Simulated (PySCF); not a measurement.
Species: cis-Zr(NH3)2Br4 (singlet state).
Bonds: Zr1–N2, Zr1–Br6, Zr1–N7, Zr1–Br11, Zr1–Br12, Zr1–Br13. Hydrogens: H3, H4, H5 on N2; H8, H9, H10 on N7.

Computed by this run: PySCF, PBE0-D3(BJ)/def2-SVP geometry optimisation, gas phase, def2 core potentials past Kr; density fitting, grid level 1; the optimiser is geomeTRIC in internal coordinates, started from a GFN2-xTB structure with every atom displaced at random (about 0.03 Å).

Geometry at step 0:
```
atom  x, y, z in Å
Zr1    -0.6313   -0.0693   -0.6861
N2     -0.6966   -0.0262    1.7029
H3     -1.7384    0.0661    1.9122
H4     -0.1078    0.7776    2.1602
H5     -0.3622   -0.9021    2.1115
Br6    -0.5126    0.0502   -3.2268
N7      1.7446   -0.0039   -0.6618
H8      1.9994   -0.0870   -1.6720
H9      2.1633   -0.7586   -0.1138
H10     2.1433    0.8678   -0.3188
Br11   -3.2420   -0.0073   -0.5069
Br12   -0.3170    2.5296   -0.2864
Br13   -0.4120   -2.4888   -0.3919
```

Task: Give the atomic forces at this geometry.

Result: 
| atom | Fx (eV/Å) | Fy (eV/Å) | Fz (eV/Å) |
| --- | --- | --- | --- |
| Zr1 | -1.528 | 1.994 | -0.730 |
| N2 | 0.443 | 1.596 | 1.217 |
| H3 | 1.722 | 0.093 | -0.121 |
| H4 | -1.847 | -1.727 | -1.050 |
| H5 | -0.233 | -0.011 | 0.054 |
| Br6 | 0.156 | -0.033 | 0.205 |
| N7 | 0.177 | -0.132 | -0.441 |
| H8 | -0.075 | -0.112 | 0.976 |
| H9 | 0.087 | -0.117 | -0.382 |
| H10 | -0.089 | 0.252 | -0.074 |
| Br11 | 0.690 | -0.002 | 0.069 |
| Br12 | 0.121 | -0.474 | 0.032 |
| Br13 | 0.374 | -1.327 | 0.246 |

The largest, 2.74 eV/Å, acts on H4; the rms over all components is 0.814 eV/Å. The forces sum to zero within rounding, as they must for an isolated molecule in no field.

Task: Give the force on H4 in Eh/bohr and in nN.

Result: 2.738 eV/Å ÷ 51.422 = 0.05325 Eh/bohr, and 2.738 eV/Å × 1.602 = 4.39 nN.

Task: How far is this geometry from the end of the optimisation?

Result: 0.436 eV above it, and 0.111 Å rms away after alignment. The bonds farthest from their final lengths, with half the difference of the two atoms' forces along the bond (positive lengthens):

```json
{"bond": "Zr1–Br13", "now (Å)": "2.447", "final (Å)": "2.585", "force along bond (eV/Å)": "+1.79"}
{"bond": "Zr1–Br11", "now (Å)": "2.618", "final (Å)": "2.518", "force along bond (eV/Å)": "-1.10"}
{"bond": "N2–H4", "now (Å)": "1.096", "final (Å)": "1.020", "force along bond (eV/Å)": "-2.31"}
{"bond": "Zr1–Br12", "now (Å)": "2.648", "final (Å)": "2.582", "force along bond (eV/Å)": "-1.06"}
{"bond": "N2–H3", "now (Å)": "1.067", "final (Å)": "1.023", "force along bond (eV/Å)": "-0.82"}
{"bond": "Zr1–N7", "now (Å)": "2.377", "final (Å)": "2.409", "force along bond (eV/Å)": "+0.82"}
```

The angle farthest from its final value is Br12–Zr1–Br13, 160.3° against 152.6°.

Of the 6 listed bonds off by 0.010 Å or more, this force points towards the final length in 6.

The cost below is that of the whole optimisation. Hardware: Arm Neoverse V1, one thread, shared host with 32 logical CPUs at a one-minute load of 9.1. Cost: 16 min, 1.6 GiB resident at most.
